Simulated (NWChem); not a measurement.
Species: CH4NO cation; SMILES NC=[OH+]

```xyz
7

N      0.1804    -1.1064     0.0000
C     -0.4263     0.0395     0.0000
O      0.1193     1.1927     0.0000
H      1.1960    -1.2101     0.0000
H     -0.3668    -1.9672     0.0000
H     -1.5240     0.0589     0.0000
H      1.0933     1.2186     0.0000
```
Atoms are numbered in this order, from 1.

Results from NWChem. The geometry was optimised at PBE0/def2-SVP. Atomic charges in e: unrestrained fits to the electrostatic potential beside Mulliken populations; buried atoms are poorly determined by the fit.

**Question.** Predict the results for B3LYP/def2-SVP. Quantities: ESP N1; Mulliken N1; ESP C2; Mulliken C2; ESP O3; Mulliken O3; relative RMS misfit of the potential (%).

**Answer.** 
```yaml
ESP N1: -0.59
Mulliken N1: 0.00
ESP C2: 0.58
Mulliken C2: 0.23
ESP O3: -0.42
Mulliken O3: -0.04
relative RMS misfit of the potential (%): 2
```
